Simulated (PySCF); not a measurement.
BClH, SMILES [BH]Cl, multiplicity 2.

Geometry optimised at PBE-D3(BJ)/def2-TZVPD. The isomer is the one that the SMILES or the coordinates give; other isomers of the formula were not compared.

These are PySCF with PBE-D3(BJ)/def2-TZVPD values and carry that method's errors.

Frequencies are harmonic and unscaled.

Computed harmonic wavenumbers and intensities:
```csv
mode,ν (cm⁻¹),IR (km/mol),moving atoms (share of kinetic energy)
1,820,21.6,"H 70 %, B 19 %, Cl 11 %"
2,879,81.1,"B 66 %, H 19 %, Cl 15 %"
3,2570,77.5,"H 91 %, B 9 %"
```
